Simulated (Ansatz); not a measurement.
One geometry of `[OH][SnH2][Br]`, several functionals.

```yaml
crystal:
  periodic: [false, false, false]
  atoms:
    - {symbol: O, position_ang: [-1.483542, -0.348609, -0.301413]}
    - {symbol: Sn, position_ang: [0.264917, 0.377498, 0.179450]}
    - {symbol: Br, position_ang: [1.773204, -1.551321, 0.571818]}
    - {symbol: H, position_ang: [-1.448340, -0.994976, -1.010750]}
    - {symbol: H, position_ang: [0.926582, 1.252097, -1.122381]}
    - {symbol: H, position_ang: [0.009178, 1.201211, 1.637075]}
basis:
  gaussian: {orbitals: def2-TZVPP}
hamiltonian: {xc: {name: BHLYP}, dispersion: d4}
output: {orbitals: {seedname: orbitals}}
```

```sh
$ ansatz run in.yaml --threads 2 --pin off --events-out ev --progress --plain
```

Shortened log:

```
Functional definition: BHLYP
1293 factors; their error is unknown
mean field evaluation 1: about -77967.4252 eV, gradient 5.2e1 eV
mean field evaluation 2: about -77961.0053 eV, gradient 7.8e1 eV
mean field evaluation 4: about -77971.8870 eV, gradient 2.4e0 eV
mean field evaluation 8: about -77972.9516 eV, gradient 1.6e-1 eV
mean field evaluation 16: about -77972.9517 eV, gradient 3.5e-5 eV
mean field -77972.95166551 eV, -2865.4531217426 hartree, gradient 3.5e-5 eV, S^2 0.000000; 0 other end points of the search recorded, 0 dependent functions left out
reference -77972.95183194 eV, -2865.4531278587 hartree; 34, 34 occupied and 137, 137 virtual orbitals, 1293 factors
Total energy: -77973.13684733 eV, -2865.4599270490 hartree
```

Run time 3.5 s (2 threads of a server CPU on a shared host); peak host memory 0.42 GiB.

The same input with `hamiltonian: {xc: {name: CAM-B3LYP}, dispersion: d4}` (abridged; 4 s):

```
Functional definition: CAM-B3LYP
mean field evaluation 16: about -77978.4851 eV, gradient 8.8e-5 eV
mean field -77978.48509060 eV, -2865.6564713641 hartree, gradient 2.2e-5 eV, S^2 0.000000
Total energy: -77978.59364589 eV, -2865.6604606973 hartree
```

With the line `hamiltonian: {xc: pbe0, dispersion: d4}` (abridged; 3.1 s):

```
Functional definition: PBE0
mean field evaluation 16: about -77965.9652 eV, gradient 4.1e-5 eV
mean field -77965.96518784 eV, -2865.1963734239 hartree, gradient 4.1e-5 eV, S^2 0.000000
Total energy: -77966.06911364 eV, -2865.2001926264 hartree
```

With the line `hamiltonian: {xc: {name: r2SCAN0}, dispersion: d4}` (abridged; 6.5 s):

```
Functional definition: r2SCAN0
mean field evaluation 16: about -77975.8177 eV, gradient 4.5e-5 eV
mean field -77975.81769539 eV, -2865.5584463982 hartree, gradient 4.5e-5 eV, S^2 0.000000
Total energy: -77975.85101472 eV, -2865.5596708608 hartree
```

The same input with `hamiltonian: {xc: {name: B97M-V}}` (abridged; 11 s):

```
Functional definition: B97M-V
mean field evaluation 16: about -77963.0710 eV, gradient 5.0e-4 eV
mean field -77963.07100522 eV, -2865.0900141744 hartree, gradient 4.2e-5 eV, S^2 0.000000
Total energy: -77963.07106865 eV, -2865.0900165053 hartree
```

The same input with `hamiltonian: {xc: r2scan, dispersion: d4}` and forces (abridged; 5.5 s):

```
Functional definition: r2SCAN
mean field evaluation 16: about -77976.9576 eV, gradient 5.1e-5 eV
mean field -77976.95761641 eV, -2865.6003377230 hartree, gradient 2.5e-5 eV, S^2 0.000000
Total energy: -77976.98450888 eV, -2865.6013260030 hartree
Atom 0 force    -0.147110    -0.003371     0.036167 eV/Å
Atom 1 force     0.084831     0.094599     0.003362 eV/Å
Atom 2 force     0.048365    -0.064311     0.014818 eV/Å
Atom 3 force     0.027284    -0.029194    -0.042640 eV/Å
Atom 4 force     0.005228     0.007637    -0.012899 eV/Å
Atom 5 force    -0.018599    -0.005360     0.001192 eV/Å
Dipole moment:     0.011408     0.301748    -0.190982 e Å
```
